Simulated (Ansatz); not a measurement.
```xyz
12

C     1.0253    0.0000    0.0000
C     0.0000    1.0253    0.0000
C    -1.0253    0.0000    0.0000
C     0.0000   -1.0253    0.0000
C     2.4553    0.0000    0.0000
N     3.6153    0.0000    0.0000
C     0.0000    2.4553    0.0000
N     0.0000    3.6153    0.0000
C    -2.4553    0.0000    0.0000
N    -3.6153    0.0000    0.0000
C     0.0000   -2.4553    0.0000
N     0.0000   -3.6153    0.0000
```

Basis set: def2-TZVP. Charge 0. Computed with Ansatz (development build ahead of 0.2.0); the lowest solution found for each multiplicity.

(1) How do the multiplicities compare at this shape? Give, from the lowest of each method, PBE0 (unrestricted) for 1, 3; PBE0 (restricted) for 1, 3.

## Answers

(1)

| method | multiplicity | E (eV) | <S²> |
| --- | --- | --- | --- |
| PBE0, unrestricted | 1 | 0.000 | 1.11 |
| PBE0, unrestricted | 3 | 0.202 | 2.03 |
| PBE0, restricted | 1 | 0.682 | 0.00 |
| PBE0, restricted | 3 | 0.000 | 2.00 |

Caution for PBE0, unrestricted: the unrestricted determinant is a mixture of spin states. Caution for PBE0, restricted: an unrestricted determinant lies well below.
